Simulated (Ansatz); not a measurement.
Ansatz (an electronic-structure program) input (B3LYP/6-31G* with LANL2DZ past Ar): The .json file joins the Basis Set Exchange's 6-31G* for atoms up to Ar and LANL2DZ past it.

Ansatz 0.2 input:
```yaml
crystal:
  periodic: [false, false, false]
  atoms:
    - {symbol: W, position_ang: [-0.03214314, -0.05420428, -0.04391845]}
    - {symbol: O, position_ang: [1.64296168, -0.18090456, -0.56495884]}
    - {symbol: O, position_ang: [-0.41713236, -0.67712664, 1.55522607]}
    - {symbol: O, position_ang: [-0.92850529, 1.35942076, -0.58402152]}
basis:
  gaussian:
    orbitals: 6-31Gs+LANL2DZ.json
hamiltonian:
  xc: {name: B3LYP}
total_charge: -1
magnetization: {spin_polarized: true, initial_magnetization: 1}
phonons: {temperatures: {t_min: 298.15, t_max: 298.15, t_step: 100}}
```

Task: Which harmonic wavenumbers does it give?

Result: 123, 292, 292, 929, 929, 974 cm⁻¹ (unscaled; negative means imaginary).
